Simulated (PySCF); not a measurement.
Estimate the missing entries of this data sheet.

Compound: C₇H₁₁N.
SMILES: `[H]/N=C/C(=C)/C=C/CC`

Conformer (atom-mapped SMILES and torsion angles): `[H]/[N:4]=[CH:3]/[C:2](=[CH2:1])/[CH:5]=[CH:6]/[CH2:7][CH3:8]`: C1–C2–C3–N4 -21°, C1–C2–C5–C6 167°, C5–C6–C7–C8 -118°.

```csv
property,level,value
point group of the GFN2-xTB geometry,GFN2-xTB,C1
"rotational constants A, B, C of the GFN2-xTB geometry",GFN2-xTB,"4.628, 0.903, 0.789 GHz"
dipole moment,PBE0/def2-SVPD,?
HOMO energy,PBE0/def2-SVPD,?
LUMO energy,PBE0/def2-SVPD,?
lowest singlet excitation,TDDFT PBE0/def2-SVPD,?
strongest line among the 6 lowest singlet transitions,TDDFT PBE0/def2-SVPD,"S3 at 5.77 eV (215 nm, f = 0.386)"
lowest triplet excitation (Tamm–Dancoff),TDA PBE0/def2-SVPD,2.76 eV
static isotropic polarisability,PBE0/def2-SVPD,99.2 au
electronic spatial extent ⟨r²⟩ about the centre of nuclear charge,PBE0/def2-SVPD,1480 bohr²
13C chemical shifts (computed TMS as zero) by class,GIAO PBE0/pcSseg-1,"169.9 (1 C), 148.2 (1 C), 139.9 (1 C), 137.9 (1 C), 128.3 (1 C), 33.4 (1 C), 17.8 (1 C) ppm"
1H chemical shifts (computed TMS as zero) by class,GIAO PBE0/pcSseg-1,"11.21 (1 H), 8.74 (1 H), 6.73 (1 H), 6.59 (1 H), 6.10 (1 H), 5.42 (1 H), 2.25 (2 H), 1.12 (3 H) ppm"
"isotropic shieldings of nuclei other than C and H, by class",GIAO PBE0/pcSseg-1,?
```

Gas-phase values; electronic properties from PySCF, density fitting. Geometry: GFN2-xTB, one conformer, isolated molecule. NMR classes are plain means over equivalent atoms (diastereotopic ones count apart unless rotation or inversion swaps them), as if these changed places fast; in this geometry the members of some classes differ.

What is the dipole moment?

2.10 D.

Give the LUMO energy.

-1.41 eV.

Give the lowest singlet excitation.

4.36 eV (284 nm, f = 0.018).

Give the HOMO energy.

-6.59 eV.

What are the isotropic shieldings of nuclei other than C and H, by class?

-93 (1 N) ppm.

A dipole of 2.10 D is allowed in C1, and pure rotational transitions are dipole-allowed. The dipole matches unit charges of opposite sign 0.44 Å apart (1 e·Å = 4.8032 D). The principal polarisabilities are 65.0, 94.9 and 137.7 au; their mean is the isotropic value.

For the TDDFT job (PBE0/def2-SVPD), on one thread, Intel Xeon 6975P-C (x86_64), no GPU, shared host, this took 35 s and 0.97 GiB of memory at its peak.
